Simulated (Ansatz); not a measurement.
Gas-phase reaction R1 + R2 → P1 + P2, each structure at its B3LYP-D3(BJ)/def2-TZVP stationary point, reached from a drawn start (curvature not checked).
P1: N atom, charge 0, multiplicity 4.
R1, N2 (SMILES N#N) (charge 0, multiplicity 1, Z-matrix in Å and degrees):
```
N
N 1 1.0909
```
P2: NO (SMILES [N]=O), charge 0, multiplicity 2.
R2: O atom, charge 0, multiplicity 3.

P less R. No zero-point or thermal terms; singlets are restricted closed shells; open shells are unrestricted; no spin–orbit coupling.

The values were computed with Ansatz (an electronic-structure program). All values are computed, each at the level named.

Q: One of these levels gives 3.206 eV for the reaction energy. Name it.
A. r2SCAN/def2-TZVPPD
B. HF/aug-cc-pVQZ
C. B97M-V/def2-TZVPPD

A: C, B97M-V/def2-TZVPPD. The others give 2.689 (HF/aug-cc-pVQZ), 2.944 (r2SCAN/def2-TZVPPD)
